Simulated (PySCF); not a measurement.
BF2, SMILES F[B]F, multiplicity 2.

Geometry optimised at B3LYP-D3(BJ)/def2-TZVP. The isomer is the one that the SMILES or the coordinates give; other isomers of the formula were not compared.

The numbers are results of PBE/def2-TZVPD run with PySCF, not measurements.

Computed frontier levels, dipole moment and polarisability:
The α spin, highest occupied and lowest empty level comes out as -5.86 and -1.93 eV. The β spin, highest occupied and lowest empty level is -10.62 and -3.32 eV, the dipole moment comes out as 0.16 D and the quadrupole, principal values (traceless, Buckingham form, about the centre of nuclear charge) comes out as -1.88, -0.49, 2.37 D·Å. The mean static polarisability comes out as 20.0 bohr³ (2.97 Å³) and the polarisability, principal values comes out as 19.2, 19.8, 21.2 bohr³. The ⟨S²⟩ is 0.752 (pure state 0.75).
